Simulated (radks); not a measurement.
The numbers below are computed, except where a source is named.
Ce, configuration [Xe] 4f2 6s1 6p1 (not the ground configuration).

Level of theory: scalar-relativistic Kohn-Sham, PBE, spin-polarised, spherical densities, finite nucleus; open shells are filled with parallel spins first (spin-orbit coupling, left out, can overturn this in heavy ions); Fermi nuclear charge, rms radius 4.8771 fm (a radial shooting solver on a logarithmic mesh with Libxc functionals).

Energy parts (hartree):
| part | energy |
|---|---|
| total | -8860.0083 |
| kinetic | 9389.7950 |
| electron-nucleus | -21471.3419 |
| Hartree | 3431.0637 |
| exchange-correlation | -209.5250 |

Orbitals (lengths in bohr, moments of r in powers of bohr; <r^-3> diverges for s and p1/2):
orbital  occ.  eigenvalue (hartree)  <r^-3>      <r^2>
1s up       1             -1479.579       -  0.0008209
1s down     1             -1479.579       -  0.0008209
2s up       1             -236.7299       -    0.01306
2s down     1             -236.7297       -    0.01306
2p up       3             -212.0090    7972    0.01041
2p down     3             -212.0088    7972    0.01041
3s up       1             -50.78495       -    0.08871
3s down     1             -50.76922       -    0.08867
3p up       3             -42.92109    1596    0.08873
3p down     3             -42.90540    1597    0.08869
3d up       5             -31.74843   218.7    0.07580
3d down     5             -31.73617   218.9    0.07574
4s up       1             -10.12295       -     0.4602
4s down     1             -10.07578       -     0.4599
4p up       3              -7.56280   341.2     0.5210
4p down     3              -7.51471   341.5     0.5205
4d up       5              -3.88049   38.15     0.6519
4d down     5              -3.83096   38.20     0.6515
4f up       2              -0.07405   3.649      2.448
5s up       1              -1.42991       -      2.675
5s down     1              -1.39135       -      2.696
5p up       3              -0.81238   46.80      3.690
5p down     3              -0.77953   45.94      3.718
6s up       1              -0.16034       -      22.20
6p up       1              -0.07445   3.400      37.77

The highest occupied level is 4f up at -2.015 eV. The electron density at the nucleus is 3.977e+05 e/bohr^3 (large components only). Summed over all electrons, <r^2> = 104.6 bohr^2, which gives a Langevin (diamagnetic) susceptibility term of -82.8 x 10^-6 cm^3/mol. The spin density at the nucleus is 15.78 e/bohr^3 (1s 0.04, 2s -0.05, 3s -2.14, 4s -0.56, 5s 2.47, 6s 16.01). The density falls to 0.001 e/bohr^3 at r = 5.56 bohr.

Empty levels of this run are not shown, since the potential may be unsettled where no density lies.
